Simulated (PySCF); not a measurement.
HO₃, SMILES [O]OO, multiplicity 2. Atoms are numbered in the order given.

```xyz
4

O     -0.2832    -1.1506     0.0000
O      0.5016     0.2092     0.0000
H      0.4887    -1.7454     0.0000
O     -0.2795     1.1595     0.0000
```
Charge 0, spin multiplicity 2.

Geometry: TPSSh-D3(BJ)/def2-TZVP. The values are those of a single conformer.

All values below come from PBE/def2-TZVPD in PySCF.

Mulliken values depend strongly on the basis, most of all with diffuse functions as here. ESP charges are fitted to the potential on shells at 1.4 to 2.0 van der Waals radii. Atomic charges (e):

```json
[
 {"atom": "O1", "meta-Löwdin": "-0.40", "Mulliken": "-0.33", "ESP fit": "-0.38", "Mulliken spin": "0.05"},
 {"atom": "O2", "meta-Löwdin": "0.16", "Mulliken": "0.17", "ESP fit": "0.07", "Mulliken spin": "0.38"},
 {"atom": "H3", "meta-Löwdin": "0.35", "Mulliken": "0.31", "ESP fit": "0.36", "Mulliken spin": "0.00"},
 {"atom": "O4", "meta-Löwdin": "-0.10", "Mulliken": "-0.15", "ESP fit": "-0.05", "Mulliken spin": "0.57"}
]
```
